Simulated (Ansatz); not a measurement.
`FC1OCN1[SiH3]`, relaxed with RKS PBE0-D4/def2-TZVP in Ansatz from a PBE-D4/def2-SVP geometry. The force threshold is 0.005 eV/Å; the program also tests the step.

The species carries charge 0 and has multiplicity 1.

Start:

```xyz
12

F    -2.101   -0.251   -0.490
C    -1.123    0.733   -0.415
O    -1.185    1.457    0.790
C     0.089    0.896    1.167
N     0.190    0.226   -0.128
Si    0.951   -1.278   -0.632
H    -1.261    1.356   -1.331
H     0.852    1.688    1.343
H     0.022    0.233    2.065
H     0.417   -2.511    0.052
H     0.732   -1.388   -2.111
H     2.415   -1.161   -0.310
```

(1) By how much does the energy fall, and how many steps does the optimiser take? (Estimate.)

(2) Which bonds change most? (Best estimate.)

(3) Give the relaxed structure. (Estimate.)

Answers

(1) Ansatz gave: 1.32 kcal/mol, in 9 steps, 2 of them rejected.

(2) Ansatz gave: N5–Si6 from 1.759 to 1.728 Å; C2–H7 from 1.116 to 1.095 Å; C4–H9 from 1.117 to 1.097 Å; C4–H8 from 1.114 to 1.094 Å.

(3) Ansatz gave: 
```xyz
12

F    -2.103   -0.225   -0.470
C    -1.112    0.727   -0.414
O    -1.164    1.453    0.775
C     0.090    0.880    1.161
N     0.179    0.202   -0.122
Si    0.947   -1.261   -0.628
H    -1.236    1.329   -1.320
H     0.851    1.648    1.324
H    -0.001    0.234    2.044
H     0.432   -2.480    0.053
H     0.725   -1.377   -2.089
H     2.392   -1.129   -0.313
```
